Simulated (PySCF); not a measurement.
# A small calculation by hand: oscillator strength and radiative lifetime

BiH2F, SMILES [BiH2][F].

Geometry optimised at B3LYP-D3(BJ)/def2-TZVP. The def2 effective core potentials stand for the cores of Bi; spin–orbit coupling is left out.

TDDFT-PBE0/def2-TZVPD (PySCF 2.14.0) puts the first singlet state with f over 0.02 at 6.51 eV (vertical), with the transition dipole (0.064, -0.985, 0.000) in atomic units.

**Question.** Find the oscillator strength, the wavelength and the radiative lifetime that this transition would have in vacuum if emission retraced absorption.

**Answer.** 
|μ|² = 0.9743 au, so |μ| = 2.51 D. ΔE = 6.51/27.211 = 0.2392 hartree. f = (2/3) ΔE |μ|² = 0.155 (the program prints 0.155).
λ = 1239.84/6.51 = 190 nm; ν = 52507 cm⁻¹.
Einstein's coefficient A = 0.6670 ν² f s⁻¹ (ν in cm⁻¹) = 2.9e8 s⁻¹, so τ = 1/A = 3.5 ns. This state is S3; the lower singlets have f = 0.012, 0.001. The figure is the radiative limit of this one transition; relaxation, internal conversion, crossing to triplets and a medium change what is measured.
